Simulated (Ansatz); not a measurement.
`F[SiH2][SiH](Cl)Cl`, charge 0, multiplicity 1.

Task: Give a relaxed structure at PBE0-D4/def2-TZVP (the Gaussian-basis code of Ansatz). (An estimate is asked.)

Result: Computed: 
Z-matrix (Å, degrees):
```
Si
Si 1 2.343
F 1 1.602 2 110.0
H 1 1.485 2 110.0 3 -119.3
H 1 1.483 2 109.2 3 119.3
Cl 2 2.054 1 105.5 3 -180.0
Cl 2 2.048 1 110.0 3 -61.6
H 2 1.480 1 116.3 3 60.8
```
